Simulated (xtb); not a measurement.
C2H4F2OSi, SMILES C(C(=O)[SiH3])(F)F. All values are semi-empirical tight-binding results from xtb (GFN2-xTB unless named), good for trends rather than for accurate numbers. Geometry optimised at GFN2-xTB. One conformer was computed; it need not be the lowest.

Optimised geometry:

```xyz
10

O     -0.4058     0.5451     1.8436
C     -0.0855     0.2304     0.7282
Si     1.7157     0.3465     0.0473
C     -1.1484    -0.3018    -0.2522
F     -1.1550     0.4788    -1.3602
F     -0.7867    -1.5423    -0.6611
H      2.5146    -0.4613     0.9637
H      1.7110    -0.1706    -1.3150
H      2.0477     1.7667     0.1158
H     -2.1673    -0.3454     0.1591
```

A frequency run showed that this geometry is not a minimum.

```yaml
orbital_gap: 2.51 eV
dipole_moment: 1.49 D
static polarisability (D4 model): 59.5 bohr³
solvation energy, GFN2-xTB/ALPB(water): -0.6 kcal/mol
solvation energy, GFN2-xTB/ALPB(chcl3): -4.3 kcal/mol
```

Computed atomic charges and the Wiberg bond orders between heavy atoms:
charges (e) O1 -0.31, C2 0.10, Si3 0.45, C4 0.28, F5 -0.22, F6 -0.22, H7 -0.05, H8 -0.05, H9 -0.05, H10 0.07. Bond orders O1–C2 1.98, C2–Si3 0.77, C2–C4 0.93, C4–F5 0.95, C4–F6 0.95.
